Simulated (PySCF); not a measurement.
**Spin states of MgBi⁺**

Unrestricted PBE0; Mg def2-SVPD, Bi def2-SVPD with ECP60; scalar-relativistic core potentials (PySCF 2.14). Outer shells of the fragments: Mg 3s2; Bi+ 5d10 6s2 6p2.

Followed along the bond (rough minima from three points):

```json
{"2Ms+1": "3", "unpaired": "π ↑↑", "⟨S²⟩ at the start": "2.07", "R at minimum (Å)": "2.84", "Te (eV)": "0.00"}
{"2Ms+1": "1", "unpaired": "π ↑↓", "⟨S²⟩ at the start": "1.00", "R at minimum (Å)": "2.82", "Te (eV)": "0.35"}
{"2Ms+1": "1", "unpaired": "none", "⟨S²⟩ at the start": "0.00", "R at minimum (Å)": "none in the scan", "Te (eV)": "≤ 1.23"}
{"2Ms+1": "3", "unpaired": "σ ↑, π ↑", "⟨S²⟩ at the start": "2.01", "R at minimum (Å)": "none in the scan", "Te (eV)": "≤ 1.38"}
{"2Ms+1": "1", "unpaired": "σ ↓, π ↑", "⟨S²⟩ at the start": "1.00", "R at minimum (Å)": "none in the scan", "Te (eV)": "≤ 1.47"}
```

Solutions found at the starting distance of 2.915 Å, counted from the lowest of them; the search is not exhaustive and high or unbound solutions are not listed, so other states can lie among these:

| 2Ms+1 | unpaired | term | E (eV) | ⟨S²⟩ | ⟨Lz²⟩ | μ (D) |
| --- | --- | --- | --- | --- | --- | --- |
| 3 | π ↑↑ | ³Σ⁻ | 0.00 | 2.07 | 0.00 | -9.21 |
| 1 | π ↑↓ | mixed | 0.36 | 1.00 | 2.01 | -9.35 |
| 1 | none | mixed | 1.23 | 0.00 | 2.00 | -9.29 |
| 3 | σ ↑, π ↑ | ³Π | 1.48 | 2.01 | 1.00 | -4.26 |
| 1 | σ ↓, π ↑ | mixed | 1.56 | 1.00 | 1.00 | -4.35 |
| 3 | σ ↑↑, π ↑↓ | mixed | 2.23 | 3.01 | 2.01 | -6.19 |
| 1 | σ ↓↓, π ↑↑ | mixed | 2.25 | 2.01 | 0.00 | -6.19 |
| 3 | σ ↑, π ↑ | ³Π | 2.61 | 2.01 | 1.02 | -11.24 |
| 1 | σ ↓, π ↑ | mixed | 2.78 | 1.05 | 1.01 | -10.93 |
| 3 | π ↑↑ | mixed | 4.09 | 2.01 | 2.01 | -4.49 |

A term symbol is given only where ⟨S²⟩ and ⟨Lz²⟩ are close to those of a pure state; real π, δ and φ orbitals otherwise mix terms. A positive dipole points towards Bi; it is taken about the centre of mass and depends on that origin.

Spin–orbit coupling is left out, which matters for elements this heavy, above all for dissociation energies. Counting both spins, an empty level lies below a filled one in some of these solutions, because spin and occupation are held.
